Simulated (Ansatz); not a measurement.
Molecule: C3H10GeN, net charge 0, doublet state. It need not be the lowest isomer of its formula. SMILES: C([N]([GeH3])[CH2])C
Geometry from a B3LYP-D3(BJ)/def2-TZVP (Ansatz, an electronic-structure program) optimisation:
```xyz
15

C      0.0120     1.6157     0.9995
N     -0.2821     0.4470     0.3271
Ge     1.1096    -0.5823    -0.3459
C     -1.6079    -0.1310     0.5199
C     -2.6934     0.6225    -0.2443
H     -0.7861     2.1379     1.5053
H      0.9223     2.1410     0.7522
H      2.0921     0.3828    -1.0265
H      0.4799    -1.5632    -1.3468
H      1.8349    -1.3542     0.7785
H     -1.8474    -0.1471     1.5906
H     -1.5896    -1.1707     0.1875
H     -2.7358     1.6670     0.0659
H     -2.4944     0.5966    -1.3169
H     -3.6714     0.1722    -0.0609
```
Charge 0, spin multiplicity 2.

Property: atomisation energy (electronic, to ground-state atoms), in eV. Cores are frozen in the correlated levels unless marked. UHF or UKS for open shells. No spin-orbit coupling. The frozen core is the preceding noble-gas configuration, with the filled d and f shells of earlier blocks. Non-relativistic. The coupled-cluster limit lacks core correlation, which all-electron functionals hold. Basis-set limits of correlation are two-point, X^-3; Hartree-Fock from the larger set.

| level | program | atomisation energy (eV) |
|---|---|---|
| revPBE-D4/def2-TZVPD | Ansatz + dftd4 | 53.95 |
| r2SCAN-D3(BJ)/def2-TZVPD | Ansatz + dftd3 | 54.32 |
| PBE0-D3(BJ)/def2-TZVP | Ansatz + dftd3 | 54.38 |
| PBE0-D3(BJ)/def2-TZVPD | Ansatz + dftd3 | 54.41 |
| PBE-QIDH/def2-TZVPD | Ansatz | 53.64 |
| MP2/STO-3G | Ansatz | 56.48 |
| SCS-MP2/6-31G* | Ansatz | 48.45 |
| CCSD/cc-pVTZ | Ansatz | 52.07 |
| CCSD(T)/cc-pVQZ | Ansatz | 53.56 |
| CCSD(T)/CBS(cc-pVTZ,cc-pVQZ) | Ansatz | 54.08 |
